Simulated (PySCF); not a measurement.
From one molecule to another.

First species: C4H8ClN3Si.
SMILES: `CCN1C([SiH3])=NN=C1Cl`

Second species: C5H7N3S.
InChI=1S/C5H7N3S/c1-4-6-3-5(9-2)8-7-4/h3H,1-2H3

Levels: PBE0/pcSseg-1 for dipole moment, HOMO energy, LUMO energy and HOMO–LUMO gap; GFN2-xTB for rotational constant A and rotational constant C. Geometries: GFN2-xTB. All species are isolated and taken at one optimised geometry, non-relativistic unless stated. Electronic properties by PySCF.

Dipoles, sizes and rotational constants follow the conformer. The torsions of the flexible species, by atom-mapped SMILES:
- `[CH3:1][CH2:2][n:3]1[c:4]([SiH3:5])[n:6][n:7][c:8]1[Cl:9]`: C1–C2–N3–C4 -91°
- `[CH3:1][S:2][c:3]1[cH:4][n:5][c:6]([CH3:7])[n:8][n:9]1`: C1–S2–C3–C4 180°

(1) Which has the higher HOMO energy?

(2) Which has the higher LUMO energy?

(3) Which of the two has the higher rotational constant C, and by how much?

(4) Which of the two has the higher HOMO–LUMO gap, and by how much?

(5) Which of the two has the higher rotational constant A, and by how much?

(6) Which of the two has the higher dipole moment, and by how much?

Results:

(1) The second: -6.80 eV against -7.46 eV, a difference of 0.66 eV.

(2) The first: -0.38 eV against -1.92 eV, a difference of 1.54 eV.

(3) The second: 0.712 GHz against 0.634 GHz, a difference of 0.078 GHz.

(4) The first: 7.08 eV against 4.88 eV, a difference of 2.20 eV.

(5) The second: 4.200 GHz against 1.937 GHz, a difference of 2.263 GHz.

(6) The first: 5.69 D against 0.97 D, a difference of 4.72 D.

On the first: In atomic units the dipole is 2.24 e·bohr (1 au = 2.5417 D).

On the second: The dipole matches unit charges of opposite sign 0.20 Å apart (1 e·Å = 4.8032 D).
